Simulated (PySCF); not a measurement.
Sn(H)(Br)(Et)2, SMILES C[CH2][SnH]([Br])[CH2]C (GFN2-xTB optimised geometry):

```
17

Sn    -0.045    -0.171     0.000
Br     2.451    -0.171     0.000
C     -0.672     1.975     0.000
C     -1.522     2.335    -1.195
C     -0.616    -1.517     1.686
C      0.036    -2.878     1.602
H     -0.379    -0.905    -1.544
H     -1.209     2.150     0.930
H      0.242     2.566     0.019
H     -2.451     1.770    -1.207
H     -0.993     2.143    -2.126
H     -1.770     3.395    -1.159
H     -0.323    -1.001     2.600
H     -1.700    -1.602     1.673
H     -0.250    -3.395     0.689
H      1.120    -2.798     1.625
H     -0.278    -3.486     2.450
```

Method: CAM-B3LYP/def2-SVP, def2 effective core potentials past Kr (PySCF).

**Question.** What are the frontier orbital energies and the dipole moment?

**Answer.** HOMO-2 -9.47 eV, HOMO-1 -8.73 eV, HOMO -8.52 eV, LUMO 0.88 eV, LUMO+1 1.08 eV; dipole moment 3.29 D.

On the same geometry PBE/def2-SVP, def2 effective core potentials past Kr (PySCF) gives HOMO-2 -6.87 eV, HOMO-1 -6.20 eV, HOMO -6.10 eV, LUMO -1.04 eV, LUMO+1 -0.73 eV; dipole moment 3.15 D.
